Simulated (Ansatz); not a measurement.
Telling isomers of C4H7B apart by their spectra

These gas-phase data were calculated for one isomer of C4H7B at B3LYP/def2-SVP (harmonic, unscaled wavenumbers; equilibrium rotational constants with average atomic masses):

- rotational constants: 21.9, 2.151, 2.008 GHz
- all wavenumbers above 1500 cm⁻¹: 3131, 3126, 3051, 3040, 3017, 2648, 2566, 2258

Candidates:

(1) `BC#CCC`, a singlet
(2) `B[C@@H](C)C#C`, a singlet

Which structure fits?

Candidate (1). No mode falls between 3300 and 3560 cm⁻¹, where the ≡C–H stretch of (2) would stand.

The same quantities for all candidates:

```tsv
	rotational constants (GHz)	wavenumbers above 1500 cm⁻¹	E above the lowest, B3LYP/def2-SVP (kcal/mol)
(1)	21.9, 2.151, 2.008	3131, 3126, 3051, 3040, 3017, 2648, 2566, 2258	0.0
(2)	8.476, 4.098, 3.119	3466, 3126, 3114, 3057, 3033, 2674, 2575, 2173	17.5
```

Harmonic stretches to hydrogen usually lie a few per cent above observed fundamentals. Each candidate is one conformer. Programs: Ansatz 0.2.0.
